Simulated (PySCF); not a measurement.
## Electron correlation in P+ (phosphorus, charge +1)

[Ne] 3s2 3p1 3d1, one real determinant (an excited configuration). Computed with PySCF 2.14 in x2c-QZVPPall with one added diffuse shell each of s, p, d, f type (10s7p5d3f1g, 86 functions), with scalar relativity by spin-free X2C-1e. Frozen: 1s2; 12 electrons correlated.

MP2 pair energies summed by pair of shells (mhartree):

| pair | energy | share (%) |
| --- | --- | --- |
| 2p-2p | -117.23 | 44.0 |
| 2s-2p | -32.87 | 12.3 |
| 3s-3s | -25.87 | 9.7 |
| 3s-3d | -24.10 | 9.0 |
| 3s-3p | -22.40 | 8.4 |
| 2p-3s | -21.34 | 8.0 |
| 2p-3p | -6.23 | 2.3 |
| 2s-2s | -5.93 | 2.2 |
| 3p-3d | -5.32 | 2.0 |
| 2s-3s | -2.35 | 0.9 |
| 2p-3d | -1.72 | 0.6 |
| 2s-3p | -1.04 | 0.4 |
| 2s-3d | -0.21 | 0.1 |

Total MP2 correlation energy: -266.61 mhartree.

Same-spin part -70.36 and opposite-spin part -196.25 mhartree; SCS-MP2 scales them by 1/3 and 6/5 to -258.95 mhartree.

The reference is one real determinant that mixes LS terms of this configuration.

This basis was not built for core-valence correlation, so the inner-shell part is incomplete.
